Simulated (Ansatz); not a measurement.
```xyz
12

F     0.525    2.782    0.324
C     0.166    1.505    0.166
N    -1.050    1.208    0.149
C    -1.329   -0.204   -0.058
C    -0.081   -1.120    0.025
Si    1.366    0.066   -0.080
H    -1.807   -0.294   -1.038
H    -2.084   -0.502    0.673
H    -0.051   -1.637    0.988
H    -0.090   -1.887   -0.750
H     2.053    0.142   -1.395
H     2.381   -0.059    0.996
```

Total charge 0; spin multiplicity 1.

(1) List the r2SCAN/def2-TZVPP orbital energies in eV (the Gaussian-basis code of Ansatz). (Estimate.)

## Answers

(1) Ansatz gave: Occupied: -1791.22, -666.74, -385.46, -275.81, -274.29, -273.22, -141.71, -96.59, -96.56, -96.54, -32.48, -24.72, -19.75, -17.44, -15.02, -14.28, -12.52, -12.05, -11.80, -11.56, -10.69, -9.88, -8.98, -8.92, -8.08, -7.30, -6.61. Lowest empty: -1.37, -0.19, 0.39, 1.53, 1.65, 1.89, 2.07, 2.75.
